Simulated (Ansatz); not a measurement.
The same molecule with X = C, Si, Ge, Sn. Ansatz, PBE0-D4/def2-TZVP geometries, multiplicity 1. Each molecule was computed in one conformer, which needn't be the lowest.

Elements past krypton have def2 core potentials. Scalar relativity is left out up to krypton.

```
 X                  molecule  mean X–F bond length / Å  mean X–Se bond length / Å  HOMO–LUMO gap (PBE/def2-TZVPP) / eV  HOMO–LUMO gap (ωB97M-V/def2-TZVPP) / eV  HOMO–LUMO gap (B3LYP/def2-TZVPP) / eV
 C           `FC(F)(F)[SeH]`                     1.331                      1.960                                 4.66                                    11.12                                   6.31
Si        `F[Si](F)(F)[SeH]`                     1.574                      2.231                                 5.41                                    11.65                                   7.00
Sn  `[F][Sn]([F])([F])[SeH]`                     1.892                      2.472                                 3.40                                     9.77                                   4.97
```

(1) Give the row for X = Ge, `[F][Ge]([F])([F])[SeH]`. (Best estimate.)

Answers

(1) Computed: 
```tsv
X	molecule	mean X–F bond length / Å	mean X–Se bond length / Å	HOMO–LUMO gap (PBE/def2-TZVPP) / eV	HOMO–LUMO gap (ωB97M-V/def2-TZVPP) / eV	HOMO–LUMO gap (B3LYP/def2-TZVPP) / eV
Ge	`[F][Ge]([F])([F])[SeH]`	1.709	2.300	4.46	10.94	6.10
```

From C to Sn the mean X–F bond length rises at each step, by 0.561 Å in all; the mean X–Se bond length rises at each step, by 0.512 Å in all; the HOMO–LUMO gap (PBE/def2-TZVPP) isn't monotonic: highest at Si, lowest at Sn; the HOMO–LUMO gap (ωB97M-V/def2-TZVPP) isn't monotonic: highest at Si, lowest at Sn; the HOMO–LUMO gap (B3LYP/def2-TZVPP) isn't monotonic: highest at Si, lowest at Sn. Bonds lengthen as the atom grows down the group.

B3LYP here is the variant with VWN-RPA as its local correlation; programs differ in this.

Spin–orbit coupling is left out; it splits and shifts lone-pair levels of the heavy atoms by tenths of an eV.
